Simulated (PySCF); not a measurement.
**Correlation energy of Kr (krypton, neutral)**

[Kr], closed-shell 1S. Calculation: PySCF 2.14, in aug-cc-pVTZ-DK; the spin-free X2C one-electron Hamiltonian (Gaussian nucleus). Frozen: [Ar] 3d10; 8 electrons correlated.

```
  level  correlation energy (mhartree)
   CCSD                        -190.42
    (T)                          -6.02
CCSD(T)                        -196.44
```

Diagnostics: T1 = 0.0022, D1 = 0.0052, largest double amplitude 0.026.

Cost of the coupled-cluster step: about 0.4 core-seconds, for 8 correlated electrons.

Iterations:

```
CC2 = 0
CCSD nocc = 4, nmo = 45
frozen orbitals [0, 1, 2, 3, 4, 5, 6, 7, 8, 9, 10, 11, 12, 13]
max_cycle = 100
direct = 0
conv_tol = 1e-08
conv_tol_normt = 1e-06
diis_space = 8
diis_start_cycle = 0
Init t2, MP2 energy = -2788.34854747643  E_corr(MP2) -0.175401742880541
Init E_corr(CCSD) = -0.175401742893137
cycle = 1  E_corr(CCSD) = -0.187484920637165  dE = -0.0120831777  norm(t1,t2) = 0.0199482
cycle = 2  E_corr(CCSD) = -0.189824724942111  dE = -0.0023398043  norm(t1,t2) = 0.00503141
cycle = 3  E_corr(CCSD) = -0.190414708259338  dE = -0.000589983317  norm(t1,t2) = 0.00146076
cycle = 4  E_corr(CCSD) = -0.190434497668874  dE = -1.97894095e-05  norm(t1,t2) = 0.000215777
cycle = 5  E_corr(CCSD) = -0.190422550434417  dE = 1.19472345e-05  norm(t1,t2) = 5.68601e-05
cycle = 6  E_corr(CCSD) = -0.190422207277941  dE = 3.43156476e-07  norm(t1,t2) = 8.86765e-06
cycle = 7  E_corr(CCSD) = -0.190422505074024  dE = -2.97796082e-07  norm(t1,t2) = 2.34012e-06
cycle = 8  E_corr(CCSD) = -0.19042249441756  dE = 1.06564639e-08  norm(t1,t2) = 4.27387e-07
cycle = 9  E_corr(CCSD) = -0.190422484354714  dE = 1.0062846e-08  norm(t1,t2) = 5.17412e-08
cycle = 10  E_corr(CCSD) = -0.190422484427168  dE = -7.24541815e-11  norm(t1,t2) = 1.10081e-08
CCSD converged
E(CCSD) = -2788.363568217977  E_corr = -0.1904224844271678
CCSD(T) correction = -0.00601532562686267
```
